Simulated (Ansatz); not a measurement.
```yaml
crystal:
  periodic: [false, false, false]
  atoms:
    - {symbol: F, position_ang: [0.371249, -1.174799, -2.273283]}
    - {symbol: Al, position_ang: [0.953288, -0.580551, -0.844165]}
    - {symbol: O, position_ang: [-0.197901, -1.074057, 0.505683]}
    - {symbol: Al, position_ang: [-0.881221, 0.586024, 0.915665]}
    - {symbol: F, position_ang: [-2.467112, 0.630141, 0.449531]}
    - {symbol: O, position_ang: [0.276224, 1.076849, -0.425880]}
    - {symbol: H, position_ang: [2.488308, -0.709567, -0.541960]}
    - {symbol: H, position_ang: [-0.731484, -1.869345, 0.476629]}
    - {symbol: H, position_ang: [-0.488012, 1.183230, 2.313159]}
    - {symbol: H, position_ang: [0.676662, 1.932085, -0.575378]}
basis:
  gaussian: {orbitals: def2-SVP}
hamiltonian: {xc: {name: CAM-B3LYP}, dispersion: d3bj}
```

```sh
$ ansatz run in.yaml --threads 4 --pin off --events-out ev --progress --plain --max-ram 10444MiB
```

Shortened log:

```
Functional definition: CAM-B3LYP
1032 factors; integrals over basis functions are off by at most 1.1e-3 eV
325 factors; integrals over basis functions are off by at most 8.1e-6 eV
mean field evaluation 1: about -22773.1358 eV, gradient 7.5e1 eV
mean field evaluation 2: about -22768.6871 eV, gradient 9.4e1 eV
mean field evaluation 4: about -22782.2053 eV, gradient 2.2e0 eV
mean field evaluation 8: about -22782.3460 eV, gradient 7.8e-2 eV
mean field evaluation 16: about -22782.3461 eV, gradient 4.1e-5 eV
mean field -22782.34605303 eV, -837.2357750199 hartree, gradient 4.1e-5 eV, S^2 0.000000; 0 other end points of the search recorded, 0 dependent functions left out
reference -22782.34619352 eV, -837.2357801831 hartree; 32, 32 occupied and 80, 80 virtual orbitals, 1032 factors
Total energy: -22782.52060538 eV, -837.2421897005 hartree
```

Run time 1.3 s (4 threads of an Arm Neoverse V2 on a shared host); peak host memory 0.27 GiB.
